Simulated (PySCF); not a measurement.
# SMILES CS[C@H]1CCCO1, C$_{5}$H$_{10}$OS

Geometry (Å), atoms numbered from 1 in this order:
```xyz
17

C     2.770   -0.081    0.406
S     1.370   -1.107   -0.111
C     0.197    0.280   -0.496
C    -1.144   -0.294   -0.928
C    -1.803   -0.541    0.429
C    -1.211    0.578    1.296
O    -0.044    1.053    0.630
H     3.506   -0.740    0.852
H     3.190    0.421   -0.462
H     2.411    0.642    1.133
H     0.698    0.898   -1.244
H    -1.692    0.456   -1.500
H    -1.034   -1.198   -1.521
H    -1.503   -1.516    0.811
H    -2.888   -0.493    0.389
H    -0.936    0.227    2.295
H    -1.894    1.427    1.397
```

Theory: GIAO PBE/pcSseg-1 magnetisability, rotational g tensor and spin-rotation constants, non-relativistic, gas phase in PySCF. Geometry: GFN2-xTB.

Task: Give the nuclear spin-rotation constants along the inertial axes (H = +C I·J) beside the isotropic shieldings.

Result: Rotational constants 4.1453, 1.6210, 1.4095 GHz. A star marks the isotopologue with that one atom substituted, in its own axes.
| atom | isotope | Caa (kHz) | Cbb (kHz) | Ccc (kHz) | mean (kHz) | σ (ppm) |
| --- | --- | --- | --- | --- | --- | --- |
| H8 | 1H | -0.112 | -0.177 | -0.075 | -0.121 | 29.7 |
| H9 | 1H | -0.340 | -0.185 | 0.022 | -0.168 | 29.4 |
| H10 | 1H | -0.278 | -0.004 | -0.148 | -0.143 | 29.0 |
| H11 | 1H | -0.255 | -0.170 | 0.064 | -0.120 | 26.0 |
| H12 | 1H | -0.256 | -0.166 | -0.026 | -0.149 | 29.4 |
| H13 | 1H | -0.412 | 0.046 | -0.162 | -0.176 | 29.6 |
| H14 | 1H | -0.340 | -0.136 | -0.011 | -0.163 | 29.1 |
| H15 | 1H | 0.125 | -0.169 | -0.162 | -0.069 | 29.8 |
| H16 | 1H | -0.390 | -0.110 | 0.035 | -0.155 | 27.1 |
| H17 | 1H | -0.064 | -0.083 | -0.107 | -0.085 | 27.4 |
| C1 | 13C* | 0.631 | 0.234 | 0.209 | 0.358 | 163.6 |
| S2 | 33S* | 0.942 | 0.492 | 0.425 | 0.620 | 455.3 |
| C3 | 13C* | 1.152 | 0.383 | 0.414 | 0.650 | 84.2 |
| C4 | 13C* | 0.686 | 0.273 | 0.278 | 0.412 | 145.3 |
| C5 | 13C* | 0.736 | 0.244 | 0.232 | 0.404 | 153.6 |
| C6 | 13C* | 0.847 | 0.402 | 0.341 | 0.530 | 108.5 |
| O7 | 17O* | -0.657 | -0.134 | -0.175 | -0.322 | 247.8 |

For the geometry as given, no vibrational averaging.

Task: How do the rotational constants and the g tensor change when H8, H9, H10, H11, H12, H13, H14, H15, H16, H17 are replaced by deuterium?

Result: Constants 3.4048, 1.3645, 1.2033 GHz; g -0.0172, -0.0045, -0.0046, against -0.0205, -0.0052, -0.0056 before.
